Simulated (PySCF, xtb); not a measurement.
CuI, SMILES [Cu][I], multiplicity 1.

Harmonic wavenumbers (cm⁻¹) from GFN2-xTB run with xtb at its own minimum, in rising order: 257.

**Question.** What does PBE0-D3(BJ)/def2-TZVP in PySCF give at its own minimum? (An estimate is asked for; the answer gives what the named calculation found.)

**Answer.** 254. Paired by order, the mean absolute difference is 4 cm⁻¹ and the zero-point energies are 0.4 and 0.4 kcal/mol.
